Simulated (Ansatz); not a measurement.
Cost and result up the ladder for the cluster H3Au3 (6 atoms). Total charge 0; singlet. Geometry: PBE-D4/def2-TZVP.

```xyz
6

Au    1.169    0.142    1.008
Au   -1.349    0.713    0.272
Au    0.180   -0.855   -1.280
H     2.631   -0.429    1.044
H    -0.769   -1.203   -2.481
H    -1.861    1.632    1.436
```

Ansatz on 2 threads of Arm Neoverse V2 on a shared host. Times are rough, and most runs start from the orbitals of an earlier one. ωB97M-V/def2-TZVP serves as the yardstick here, not as an exact answer. Differences are given only for rows in sets of like size (and for xTB, whose basis is part of the method), since another set adds its own error. Binding counts from free atoms at the same level (Au doublet, H doublet; other spins of the atoms weren't run), without zero-point energy or a counterpoise term.

In the def2 sets Au takes a core potential; there is no spin–orbit coupling. HSE06 is defined as in plane-wave codes, on full-range PBE exchange. Correlated methods freeze no core orbitals; core or outer-core shells of Au are correlated, in sets that lack core-valence functions. The structure comes from a short search, and lower isomers may exist.

Correlated methods converge slowly with the basis.

| level | functions | binding energy per atom (eV) | difference from ωB97M-V/def2-TZVP (eV) |
| --- | --- | --- | --- |
| BHLYP-D4/def2-TZVP | 138 | 1.73 | -0.11 |
| B97M-V/def2-TZVP | 138 | 1.92 | 0.08 |
| r2SCAN-D4/def2-TZVPD | 156 | 2.08 | 0.25 |
| HSE06-D4/def2-TZVP | 138 | 1.87 | 0.04 |
| PBE0-D4/def2-TZVPD | 156 | 1.89 | 0.05 |
| PBE0-D4/def2-SVP | 111 | 1.82 | – |
| LDA (SPW92)/def2-TZVP | 138 | 2.45 | 0.61 |
| r2SCAN-D4/def2-TZVP | 138 | 2.07 | 0.23 |
| PBE-D4/def2-TZVPD | 156 | 2.02 | 0.18 |
| r2SCANh-D4/def2-TZVP | 138 | 2.01 | 0.17 |
| PBE0-D4/def2-TZVP | 138 | 1.87 | 0.03 |
| CCSD(T)/def2-TZVP | 138 | 1.88 | 0.04 |
| PBE-D4/def2-TZVP (with forces) | 138 | 2.01 | 0.17 |
| ωB97M-V/def2-TZVP | 138 | 1.84 | 0.00 |

(1) Estimate how long each takes.

Answers

(1) LDA (SPW92)/def2-TZVP 1.6 s; PBE0-D4/def2-SVP 3 s; PBE-D4/def2-TZVP (with forces) 3.7 s; PBE-D4/def2-TZVPD 3.7 s; PBE0-D4/def2-TZVP 3.7 s; HSE06-D4/def2-TZVP 4.1 s; BHLYP-D4/def2-TZVP 4.8 s; PBE0-D4/def2-TZVPD 4.8 s; r2SCANh-D4/def2-TZVP 6.5 s; r2SCAN-D4/def2-TZVP 7 s; r2SCAN-D4/def2-TZVPD 8.5 s; B97M-V/def2-TZVP 15 s; ωB97M-V/def2-TZVP 17 s; CCSD(T)/def2-TZVP 2.8 min. On shared hardware such times vary by a factor of up to 3.
